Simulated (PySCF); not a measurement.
Species: C6H6F2.
InChI=1S/C6H6F2/c7-2-1-5-3-6(5)4-8/h3-4H,1-2H2/b6-4-

Theory: TDDFT CAM-B3LYP/def2-SVPD, vertical, gas phase, core orbitals frozen in the response in PySCF 2.14.0, density-fitted response routines. One conformer (not necessarily the lowest) at the PBE0-D3(BJ)/def2-SVP geometry, without solvent, vibrations or thermal averaging. Torsions of this conformer, `[F:1]/[CH:2]=[C:3]1[CH:4]=[C:5]/1[CH2:6][CH2:7][F:8]`: C4–C5–C6–C7 -138°, C5–C6–C7–F8 66°.

Broadening: Gaussians 0.25 eV wide at half height, area fixed by f = 4.319×10⁻⁹ ∫ε dν̃. The width is an assumption, not a result. The curve ends short of the highest state used, and states not computed would add to its high-energy end.

```tsv
E (eV)	ε (L mol⁻¹ cm⁻¹)
4.09	6
4.14	28
4.19	109
4.25	409
4.30	963
4.35	1819
4.40	2751
4.45	3334
4.50	3236
4.55	2517
4.60	1568
4.65	782
4.70	313
4.75	100
4.80	26
4.85	5
4.90	1
4.95	0
5.01	0
5.06	0
5.11	0
5.16	0
5.21	0
5.26	0
5.31	3
5.36	12
5.41	40
5.46	112
5.51	251
5.56	450
5.61	648
5.66	754
5.72	708
5.77	598
5.82	532
5.87	547
5.92	585
5.97	562
6.02	452
6.07	308
6.12	223
6.17	282
6.22	550
6.27	1028
6.32	1584
6.37	1964
6.42	1952
6.48	1450
6.53	903
6.58	530
6.63	572
6.68	1441
6.73	3967
6.78	9185
6.83	17246
6.88	26097
```

Question: Where are the band maxima, and which computed states make them?

Answer: 277 nm (4.47 eV), ε about 3400, made up of S1 (100%); 219 nm (5.67 eV), ε about 760, made up of S2 (97%); 209 nm (5.93 eV), ε about 590, made up of S3 (95%); 194 nm (6.39 eV), ε about 2000, made up of S4 (100%) (ε in L mol⁻¹ cm⁻¹; maxima over ε = 5, shares over 10%). At its high-energy end, 6.88 eV, the curve is still rising (ε about 26000, from S6). The states used: S1 4.47 eV (f 0.031); S2 5.67 eV (f 0.0069); S3 5.95 eV (f 0.0052); S4 6.39 eV (f 0.019); S5 6.79 eV (f 0.0015); S6 6.95 eV (f 0.297); S7 7.19 eV (f 0.0056); S8 7.22 eV (f 0.086); S9 7.31 eV (f 0.039); S10 7.48 eV (f 0.015).

Question: What would ε be at 4.47 eV, the highest of these maxima, with half the width (0.125 eV)?

Answer: About 6760 L mol⁻¹ cm⁻¹ against 3380, a factor of about 2.00; a lone state at its own centre would give exactly 2.

Question: On this curve, what absorbance would a 10⁻⁴ mol/L sample give at 266 nm over a 1 cm path?

Answer: 266 nm is 4.661 eV, where ε is about 650 L mol⁻¹ cm⁻¹, so A = ε c l ≈ 0.065 (Beer–Lambert, with the gas-phase spectrum and the assumed width).

Question: Coming from long wavelengths, where does ε first pass 100 L mol⁻¹ cm⁻¹?

Answer: At about 296 nm (4.19 eV), 0.28 eV below S1.

The vertical ionisation energy (ΔSCF) is 8.00 eV, 0.51 eV above S10.

Time: 2.2 min wall; peak memory 0.99 GiB. Hardware: Arm Neoverse N1, one thread, shared host with 64 logical CPUs at a one-minute load of 58.
